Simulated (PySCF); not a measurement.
BBrH₃N.

```xyz
6

B     -0.6141     1.0708     0.0000
H     -1.7861     1.2434     0.0000
Br     0.0458    -0.7578     0.0000
N      0.2837     2.1210     0.0000
H      1.2833     1.9968     0.0000
H     -0.0164     3.0821     0.0000
```

The structure is a stationary point at B3LYP-D3(BJ)/def2-TZVP. Other conformers were not sampled.

Computed with PBE0/pcSseg-2 run with PySCF. Non-relativistic, no solvent.

### Question
Give the absolute GIAO shielding of each atom: isotropic value and principal components (ppm). (Estimate from the structure and the level; the computed values follow.)

### Answer

```csv
atom,σ(iso),σ11,σ22,σ33,span
B1,57.9,27.1,44.5,102.0,75.0
H2,25.9,23.3,24.5,29.9,6.6
Br3,2422.7,1923.9,2562.3,2782.0,858.0
N4,147.8,43.6,196.4,203.4,159.8
H5,27.1,22.1,25.9,33.2,11.1
H6,27.1,22.4,23.5,35.3,12.8
```
